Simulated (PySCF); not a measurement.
**The second ionisation energy along the second row**

All values are computed (PySCF 2.14, energy differences of UHF-based or UKS calculations, no spin-orbit coupling). Values in eV. The last column holds reference values (NIST; (s) semi-empirical, (t) theoretical, else measured). Unmarked ones compare directly (S terms, centres of terms, or small fine structure); those marked * lie between the lowest fine-structure levels and include a spin-orbit shift.

```
                           element               configurations     LDA     PBE    PBE0  r2SCAN  MP2 (valence)  SCS-MP2 (valence)     reference
Be (aug-cc-pVTZ, non-relativistic)               [He] 2s1 → 1s2  18.248  18.491  18.452  18.182            n/a                n/a        18.211
 B (aug-cc-pVTZ, non-relativistic)          [He] 2s2 → [He] 2s1  24.546  24.598  24.555  24.251         24.422             24.618        25.155
 C (aug-cc-pVTZ, non-relativistic)      [He] 2s2 2p1 → [He] 2s2  24.751  24.832  24.815  24.984         24.364             24.325        24.378
 N (aug-cc-pVTZ, non-relativistic)  [He] 2s2 2p2 → [He] 2s2 2p1  30.040  29.887  29.898  30.127         29.612             29.476  29.601 (s) *
 O (aug-cc-pVTZ, non-relativistic)  [He] 2s2 2p3 → [He] 2s2 2p2  35.571  35.272  35.305  35.473         35.197             34.941      35.121 *
 F (aug-cc-pVTZ, non-relativistic)  [He] 2s2 2p4 → [He] 2s2 2p3  35.259  35.424  35.254  35.111         34.620             34.723        34.950
Ne (aug-cc-pVTZ, non-relativistic)  [He] 2s2 2p5 → [He] 2s2 2p4  41.430  41.147  41.008  41.136         40.763             40.755      40.963 *
```

```csv
method,elements,mean error (eV),mean absolute error (eV),largest error (eV)
LDA,4,0.028,0.332,-0.609
PBE,4,0.163,0.441,-0.557
PBE0,4,0.096,0.395,-0.600
r2SCAN,4,-0.042,0.425,-0.904
MP2 (valence),3,-0.359,0.359,-0.733
SCS-MP2 (valence),3,-0.272,0.272,-0.537
```

Errors include the incompleteness of the basis and the frozen core.

"Valence" correlates the outer s and p shells and, in groups 3 to 12 and the f block, the outer d or f shell, open or full, or the next shell where the ion has no valence electron left; the wider scheme adds the next inner shell.
